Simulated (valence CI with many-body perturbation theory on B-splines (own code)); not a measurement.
# Hf⁺: electric-dipole lines

Method: configuration interaction combined with many-body perturbation theory (CI+MBPT): three valence electrons over a frozen Dirac-Fock core [Xe] 4f14, a basis of 9 s, 9 p, 10 d, 8 f, 5 g, 3 h, 1 i functions for each j, with the one-electron correlation potential Σ1 (screened to all orders), the two-electron term Σ2, the three-electron term Σ3, Breit, model QED; selected single and double excitations, second order for the rest (own B-spline code, finite nucleus).

Against 13 measured levels this calculation errs by 602 cm⁻¹ on average and by 1220 at most. These come from a selection out of the NIST Handbook of Basic Atomic Spectroscopic Data. Levels without a partner in it may be off by more, other configurations by 1,000 to 4,000 cm⁻¹. 1 measured level below the end of the list, from 34942 cm⁻¹ on, found no clear computed partner.

Lines 151 to 187 of 187 in falling wavelength, among levels below 44299 cm⁻¹, chosen from the strongest by gf and those to the six lowest levels. Wavelengths and rates use the calculated energies, so an error of 600 cm⁻¹ moves a line at 263.8 nm by 1.6 % and its rate by three times that or more. Electric multipoles are in the length gauge, E1 and E2 with the static RPA response of the core. Weak lines are less certain than strong ones. Lines between different terms over intervals too small for the method are left out, as are lines whose strength nearly cancels. Where a level lies close to another of its J and parity, the split of strength between their lines is uncertain. The highest levels of a list are the least certain.

Names give the largest LS component (configuration and term), which can be under half, so a name can repeat, a term be missing and a line seem to break the LS rules; names also repeat where a configuration has a term twice.

```tsv
λ vac (nm)	λ from measured levels	Upper	Lower	A (s⁻¹)	log gf	Branch %
270.0		5d²6p ²D°_3/2	5d6s² ²D_3/2	1.20e+08	-0.28	41.2
269.8		5d²6p ⁴F°_3/2	5d²6s ⁴F_5/2	2.54e+07	-0.96	5.4
269.3		5d²6p ⁴F°_5/2	5d²6s ⁴F_7/2	2.07e+06	-1.87	0.5
268.3		5d6s6p ⁴P°_5/2	5d²6s ⁴F_3/2	6.41e+04	-3.38	0.1
267.4		5d6s6p ⁴P°_5/2	5d6s² ²D_5/2	5.53e+05	-2.45	0.7
265.1		5d6s6p ²F°_5/2	5d²6s ⁴F_7/2	4.15e+07	-0.58	15.6
265.0		5d²6p ⁴G°_5/2	5d6s² ²D_3/2	5.68e+06	-1.44	2.8
264.7		5d²6p ²F°_7/2	5d6s² ²D_5/2	3.34e+07	-0.55	17.0
263.9		5d²6p ⁴F°_7/2	5d²6s ⁴F_7/2	1.59e+08	0.12	39.3
263.8	264.1	5d²6p ²P°_3/2	5d²6s ⁴F_5/2	1.61e+07	-1.17	4.0
263.6		5d²6p ²D°_5/2	5d²6s ⁴F_3/2	9.28e+07	-0.24	26.9
262.7		5d²6p ²D°_5/2	5d6s² ²D_5/2	7.84e+06	-1.31	2.3
261.5		5d6s6p ⁴P°_1/2	5d6s² ²D_3/2	3.68e+03	-5.12	0.0
260.9		5d6s6p ²F°_7/2	5d²6s ⁴F_7/2	2.57e+05	-2.68	0.1
260.8		5d²6p ⁴F°_5/2	5d²6s ⁴F_5/2	3.95e+07	-0.62	9.0
260.2		5d²6p ⁴F°_3/2	5d²6s ⁴F_3/2	1.91e+08	-0.11	40.6
259.3		5d²6p ⁴F°_3/2	5d6s² ²D_5/2	1.48e+06	-2.22	0.3
256.8		5d6s6p ²F°_5/2	5d²6s ⁴F_5/2	3.81e+05	-2.65	0.1
255.7		5d²6p ⁴F°_7/2	5d²6s ⁴F_5/2	1.24e+08	-0.01	30.7
254.9		5d6s6p ⁴P°_3/2	5d6s² ²D_3/2	8.98e+05	-2.46	2.5
254.7	255.6	5d²6p ²P°_3/2	5d²6s ⁴F_3/2	3.94e+06	-1.82	1.0
253.9	251.8	5d²6p ²P°_3/2	5d6s² ²D_5/2	3.14e+08	0.08	78.4
253.8		5d²6p ²P°_1/2	5d²6s ⁴F_3/2	6.58e+07	-0.90	11.0
252.9		5d6s6p ²F°_7/2	5d²6s ⁴F_5/2	2.09e+07	-0.80	8.6
251.8		5d²6p ⁴F°_5/2	5d²6s ⁴F_3/2	4.00e+07	-0.64	9.2
251.0		5d²6p ⁴F°_5/2	5d6s² ²D_5/2	2.42e+08	0.14	55.4
249.0		5d6s6p ⁴P°_5/2	5d6s² ²D_3/2	5.19e+06	-1.54	6.6
248.1		5d6s6p ²F°_5/2	5d²6s ⁴F_3/2	5.21e+06	-1.54	2.0
247.4		5d6s6p ²F°_5/2	5d6s² ²D_5/2	8.36e+06	-1.34	3.1
246.3		5d²6p ⁴F°_7/2	5d6s² ²D_5/2	2.19e+07	-0.80	5.4
244.9		5d²6p ²D°_5/2	5d6s² ²D_3/2	6.39e+07	-0.46	18.5
243.7		5d6s6p ²F°_7/2	5d6s² ²D_5/2	3.15e+07	-0.65	13.0
242.0		5d²6p ⁴F°_3/2	5d6s² ²D_3/2	1.97e+08	-0.16	41.7
237.2	233.8	5d²6p ²P°_3/2	5d6s² ²D_3/2	8.43e+06	-1.55	2.1
236.5		5d²6p ²P°_1/2	5d6s² ²D_3/2	4.64e+08	-0.11	77.5
234.8		5d²6p ⁴F°_5/2	5d6s² ²D_3/2	4.07e+07	-0.69	9.3
231.5		5d6s6p ²F°_5/2	5d6s² ²D_3/2	7.82e+07	-0.42	29.3
```

Problem. How does gf follow from A for the line at 251.8 nm?

Solution. gf = 1.4992 × (2J+1)_upper × A / σ², with σ = 39709 cm⁻¹ and 2J+1 = 6: gf = 0.228.
